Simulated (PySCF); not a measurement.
Record of a relaxation.

Compound: C2H5ClGeS2.
SMILES with atom numbers: `[Cl:1][GeH:2]1[S:3][CH2:4][CH2:5][S:6]1` (hydrogens: H7 on Ge2; H8, H9 on C4; H10, H11 on C5)

Computed by this run: PySCF, PBE0-D3(BJ)/def2-SVP geometry optimisation, gas phase; density fitting, grid level 1; the optimiser is geomeTRIC in internal coordinates, started from a GFN2-xTB structure with every atom displaced at random (about 0.01 Å). The frame can shift and turn from step to step; on so coarse a grid that alone can change the energy by a few meV, and forces under 0.02 eV/Å are noise.

Step 0: E = -92829.5996 eV, largest atomic force 1.485 eV/Å
```
atom  x, y, z in Å  |  force x, y, z in eV/Å
Cl1     3.218    0.037    1.385    0.157  -0.025   0.261
Ge2     1.789   -0.059   -0.206   -0.487   0.175  -0.538
S3      0.351    1.673   -0.298    0.858  -0.162  -0.169
C4     -1.013    0.713    0.362   -0.936  -0.224   0.260
C5     -1.144   -0.667   -0.277    0.415   0.227   1.407
S6      0.313   -1.698    0.125    0.268  -0.006  -0.014
H7      2.625   -0.178   -1.498   -0.058   0.038   0.151
H8     -1.916    1.304    0.122    0.071  -0.051   0.077
H9     -0.943    0.643    1.468   -0.010  -0.065  -0.317
H10    -1.234   -0.590   -1.341   -0.228   0.095  -1.077
H11    -2.007   -1.205    0.142   -0.049  -0.002  -0.040
```

Step 1: E = -92829.5541 eV, largest atomic force 0.871 eV/Å
```
atom  x, y, z in Å  |  force x, y, z in eV/Å
Cl1     3.144   -1.541    0.118   -0.290  -0.039  -0.362
Ge2     1.441   -0.601   -0.880    0.409  -0.017   0.769
S3      1.109    1.321    0.159   -0.342   0.168  -0.105
C4     -0.507    0.833    0.892    0.026   0.011  -0.476
C5     -1.329   -0.062   -0.017    0.048  -0.231  -0.290
S6     -0.432   -1.636   -0.332   -0.061  -0.170  -0.133
H7      1.790   -0.440   -2.351    0.092  -0.087  -0.218
H8     -1.024    1.772    1.124   -0.085   0.074  -0.012
H9     -0.320    0.285    1.816    0.080  -0.035   0.380
H10    -1.579    0.353   -1.014    0.061   0.303   0.443
H11    -2.271   -0.358    0.475    0.061   0.022   0.006
```

Step 2: E = -92829.6382 eV, largest atomic force 0.300 eV/Å
```
atom  x, y, z in Å  |  force x, y, z in eV/Å
Cl1     3.128   -1.595    0.086   -0.115  -0.008  -0.112
Ge2     1.457   -0.591   -0.865    0.206   0.058   0.209
S3      1.070    1.356    0.125   -0.132   0.012  -0.138
C4     -0.511    0.829    0.893    0.100  -0.116   0.067
C5     -1.326   -0.074   -0.007    0.061  -0.203  -0.081
S6     -0.431   -1.640   -0.389   -0.098   0.128  -0.053
H7      1.829   -0.460   -2.348    0.014  -0.023   0.036
H8     -1.058    1.758    1.118   -0.006  -0.001  -0.018
H9     -0.289    0.309    1.838   -0.024   0.075   0.022
H10    -1.592    0.419   -0.954   -0.022   0.082   0.048
H11    -2.256   -0.386    0.494    0.015  -0.004   0.019
```

Step 3: E = -92829.6611 eV, largest atomic force 0.127 eV/Å
```
atom  x, y, z in Å  |  force x, y, z in eV/Å
Cl1     3.094   -1.624    0.107    0.042  -0.031   0.038
Ge2     1.470   -0.580   -0.858    0.003   0.042  -0.025
S3      1.036    1.383    0.072   -0.038  -0.005  -0.072
C4     -0.504    0.821    0.888    0.028  -0.018   0.123
C5     -1.330   -0.082   -0.002    0.036  -0.078   0.026
S6     -0.439   -1.624   -0.448   -0.028   0.087  -0.034
H7      1.881   -0.472   -2.331    0.013   0.016   0.016
H8     -1.068    1.739    1.118    0.018   0.009   0.003
H9     -0.250    0.324    1.838   -0.032   0.001  -0.041
H10    -1.627    0.454   -0.914   -0.043  -0.022  -0.061
H11    -2.241   -0.413    0.520    0.000  -0.003   0.026
```

Step 4: E = -92829.6689 eV, largest atomic force 0.102 eV/Å
```
atom  x, y, z in Å  |  force x, y, z in eV/Å
Cl1     3.065   -1.640    0.140    0.061  -0.012   0.055
Ge2     1.477   -0.574   -0.861   -0.057   0.027  -0.081
S3      1.016    1.399    0.031   -0.009  -0.002  -0.022
C4     -0.498    0.818    0.884   -0.011   0.013   0.050
C5     -1.336   -0.084    0.003    0.006   0.017   0.046
S6     -0.447   -1.607   -0.492    0.014   0.009  -0.026
H7      1.924   -0.474   -2.325    0.010   0.015   0.023
H8     -1.063    1.732    1.129    0.022   0.000   0.004
H9     -0.220    0.321    1.827   -0.015  -0.024  -0.031
H10    -1.666    0.464   -0.892   -0.026  -0.037  -0.038
H11    -2.230   -0.430    0.546    0.005  -0.006   0.019
```

Step 5: E = -92829.6744 eV, largest atomic force 0.084 eV/Å
```
atom  x, y, z in Å  |  force x, y, z in eV/Å
Cl1     3.026   -1.648    0.191    0.035   0.020   0.033
Ge2     1.481   -0.567   -0.869   -0.063   0.006  -0.055
S3      0.995    1.414   -0.018    0.007  -0.001   0.018
C4     -0.488    0.816    0.875   -0.021   0.013  -0.021
C5     -1.346   -0.084    0.008   -0.024   0.065   0.043
S6     -0.460   -1.585   -0.545    0.036  -0.049  -0.024
H7      1.977   -0.474   -2.316    0.008   0.000   0.004
H8     -1.049    1.724    1.147    0.006  -0.005   0.006
H9     -0.182    0.308    1.802    0.005  -0.018  -0.006
H10    -1.719    0.470   -0.867    0.001  -0.024  -0.005
H11    -2.213   -0.449    0.581    0.010  -0.008   0.006
```

Step 6: E = -92829.6760 eV, largest atomic force 0.049 eV/Å
```
atom  x, y, z in Å  |  force x, y, z in eV/Å
Cl1     3.005   -1.642    0.221    0.014   0.026   0.009
Ge2     1.479   -0.565   -0.876   -0.032   0.002  -0.022
S3      0.988    1.420   -0.038    0.003   0.003   0.016
C4     -0.483    0.815    0.870   -0.006  -0.003  -0.025
C5     -1.351   -0.082    0.010   -0.022   0.037   0.024
S6     -0.468   -1.577   -0.570    0.024  -0.037  -0.015
H7      2.000   -0.476   -2.314    0.002  -0.008   0.001
H8     -1.040    1.720    1.158   -0.003  -0.004   0.005
H9     -0.164    0.298    1.788    0.006  -0.004   0.004
H10    -1.742    0.472   -0.856    0.009  -0.008   0.003
H11    -2.205   -0.457    0.597    0.006  -0.005   0.000
```

Step 7: E = -92829.6768 eV, largest atomic force 0.022 eV/Å
```
atom  x, y, z in Å  |  force x, y, z in eV/Å
Cl1     2.993   -1.633    0.240    0.006   0.021  -0.004
Ge2     1.477   -0.564   -0.881   -0.005   0.003   0.000
S3      0.985    1.423   -0.048   -0.006   0.003   0.004
C4     -0.479    0.813    0.868    0.002  -0.009  -0.009
C5     -1.353   -0.080    0.011   -0.009   0.001   0.009
S6     -0.473   -1.573   -0.586    0.007  -0.013  -0.005
H7      2.011   -0.482   -2.313   -0.002  -0.009  -0.002
H8     -1.035    1.716    1.165   -0.004  -0.002   0.003
H9     -0.152    0.291    1.779    0.002   0.004   0.003
H10    -1.753    0.475   -0.850    0.006   0.002   0.002
H11    -2.200   -0.461    0.604    0.001   0.000  -0.002
```

Step 8: E = -92829.6771 eV, largest atomic force under 0.02 eV/Å
```
atom  x, y, z in Å  |  force x, y, z in eV/Å
Cl1     2.988   -1.628    0.247    0.007   0.015  -0.005
Ge2     1.475   -0.563   -0.882    0.003   0.004   0.003
S3      0.984    1.425   -0.051   -0.009   0.001  -0.002
C4     -0.478    0.812    0.867    0.001  -0.005   0.000
C5     -1.354   -0.080    0.012   -0.001  -0.011   0.003
S6     -0.475   -1.572   -0.592    0.001  -0.004   0.001
H7      2.014   -0.486   -2.314   -0.002  -0.005  -0.001
H8     -1.033    1.714    1.169   -0.002   0.000   0.001
H9     -0.147    0.288    1.777    0.001   0.002   0.001
H10    -1.755    0.477   -0.848    0.002   0.002   0.000
H11    -2.199   -0.462    0.605   -0.001   0.001  -0.001
```

Q: Summarise the path.

A: The energy falls by 0.0775 eV from step 0 to step 8; nine tenths of that is first reached at step 5. It rises by more than 0.2 meV at step 1. The largest force goes from 1.485 to under 0.02 eV/Å. Among the bonds Ge2–S3 changes most, from 2.253 to 2.210 Å; the atoms move by 0.111 Å rms after alignment.

Q: Follow the three bonds and two angles with the largest change from start to end.

A: 
| step | E above end (eV) | largest force (eV/Å) | Ge2–S3 (Å) | S3–C4 (Å) | C5–H10 (Å) | Cl1–Ge2–S6 (°) | C4–C5–S6 (°) |
| --- | --- | --- | --- | --- | --- | --- | --- |
| 0 | 0.0775 | 1.485 | 2.253 | 1.794 | 1.070 | 111.4 | 110.4 |
| 1 | 0.1229 | 0.871 | 2.210 | 1.840 | 1.108 | 110.2 | 110.0 |
| 2 | 0.0388 | 0.300 | 2.219 | 1.834 | 1.100 | 110.1 | 111.6 |
| 3 | 0.0159 | 0.127 | 2.215 | 1.832 | 1.099 | 109.7 | 112.3 |
| 4 | 0.0082 | 0.102 | 2.213 | 1.832 | 1.100 | 109.4 | 112.6 |
| 5 | 0.0027 | 0.084 | 2.211 | 1.832 | 1.101 | 108.9 | 112.7 |
| 6 | 0.0010 | 0.049 | 2.210 | 1.832 | 1.101 | 108.8 | 112.8 |
| 7 | 0.0003 | 0.022 | 2.210 | 1.832 | 1.100 | 108.8 | 112.8 |
| 8 | 0.0000 | under 0.02 | 2.210 | 1.832 | 1.100 | 108.8 | 112.8 |

The cost below is that of the whole optimisation. The run took 1.8 min of wall time on Arm Neoverse V1, one thread, shared host with 64 logical CPUs at a one-minute load of 41, and the process peaked at 0.58 GiB of memory.
